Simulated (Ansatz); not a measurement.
**Redistribution: GeH2(CH3)I + GeH3(SH) → GeH2(CH3)(SH) + GeH3I**

Species: GeH2(CH3)I, singlet; GeH3(SH), singlet; GeH2(CH3)(SH), singlet; GeH3I `[GeH3][I]`, singlet. The partners trade I for SH; both sit on Ge, so the bond types are kept.

Shapes, held fixed at every level: PBE0-D4/def2-TZVP. Flexible molecules stand in one conformer, not always the lowest. Programs: Ansatz 0.2.0. The zero-point and thermal change to 298 K, harmonic and unscaled (PBE0-D4/def2-TZVP), is -0.2 kJ/mol.

(1) Estimate ΔH(298 K) of this reaction.

Answers

(1) The highest level, CCSD(T)/def2-TZVPP, gives ΔH(298 K) = +2.9 kJ/mol; the levels span +2.4 to +3.0. That is about zero within the method's error. The column of differences is taken from that level and isn't an error. No measured value is set beside it here. For atoms past krypton def2 sets carry core potentials with scalar relativity. Relativity is left out for Ge unless named. Correlated rows may include outer-core shells of Ge, I, which these sets cover unevenly.

```csv
level,kind,ΔH(298 K) (kJ/mol),less CCSD(T)/def2-TZVPP
HF/def2-TZVPP,Hartree–Fock,+2.4,-0.5
SPW92/def2-TZVPP,LDA,+3.0,+0.1
PBE-D4/def2-TZVPP,GGA,+2.9,0.0
B3LYP-D4/def2-TZVPP,global hybrid,+2.8,-0.1
PBE0-D4/def2-TZVPP,global hybrid,+2.7,-0.2
wB97X-V/def2-TZVPP,range-separated hybrid,+2.6,-0.3
CCSD/def2-SVP,coupled cluster or CI,+2.5,-0.4
CCSD(T)/def2-TZVPP,coupled cluster or CI,+2.9,0.0
```
